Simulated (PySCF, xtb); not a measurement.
C6H8, SMILES C#C[C@H](C)C=C. The values are those of a single conformer.

Harmonic wavenumbers (cm⁻¹) from GFN2-xTB run with xtb at its own minimum, in rising order: 60, 157, 184, 207, 296, 373, 432, 512, 641, 659, 679, 852, 897, 942, 983, 1021, 1088, 1091, 1168, 1244, 1277, 1298, 1403, 1418, 1493, 1497, 1716, 2289, 2914, 3033, 3034, 3039, 3061, 3094, 3121, 3395.

Problem. What does PBE0-D3(BJ)/def2-SVP (PySCF) give at its own minimum? (An estimate is asked for; the answer gives what the named calculation found.)

Solution. 83, 177, 206, 245, 309, 398, 511, 550, 693, 695, 701, 825, 934, 948, 977, 1029, 1097, 1101, 1191, 1276, 1303, 1317, 1383, 1427, 1463, 1468, 1743, 2243, 3058, 3062, 3157, 3164, 3170, 3175, 3262, 3491. Paired by order, the mean absolute difference is 44 cm⁻¹ and the zero-point energies are 72.3 and 74.1 kcal/mol.
